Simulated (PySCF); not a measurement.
C₂H₈OSSi, SMILES CO[SiH2]SC.

The structure is a stationary point at PBE-D3(BJ)/def2-SVP. Other conformers were not sampled.

All values below come from PySCF with TDA-PBE/def2-SVPD.

Vertical excitations. The molecule is in vacuum.

Task: Give excitation energies, oscillator strengths and character. (Estimate from the structure and the level; the computed values follow.)

Result: 
```
state  energy (eV)  λ (nm)      f                            main pairs
-----  -----------  ------  -----  ------------------------------------
S1            5.35     232  0.002                        HOMO→LUMO 96 %
S2            5.72     217  0.021                      HOMO→LUMO+1 78 %
S3            5.87     211  0.029                      HOMO→LUMO+2 79 %
S4            6.06     205  0.016                      HOMO−1→LUMO 76 %
S5            6.08     204  0.002                      HOMO→LUMO+3 78 %
S6            6.33     196  0.002                    HOMO−1→LUMO+1 97 %
S7            6.50     191  0.013                      HOMO→LUMO+4 99 %
S8            6.58     188  0.024                    HOMO−1→LUMO+2 88 %
S9            6.71     185  0.003                      HOMO−2→LUMO 87 %
S10           6.76     183  0.006  HOMO→LUMO+5 80 %, HOMO−1→LUMO+3 18 %
T1            4.96     250      0                        HOMO→LUMO 96 %
T2            5.28     235      0                      HOMO→LUMO+1 95 %
T3            5.49     226      0                      HOMO→LUMO+2 97 %
T4            5.83     213      0                      HOMO−1→LUMO 95 %
```
Triplets are in the Tamm–Dancoff approximation.
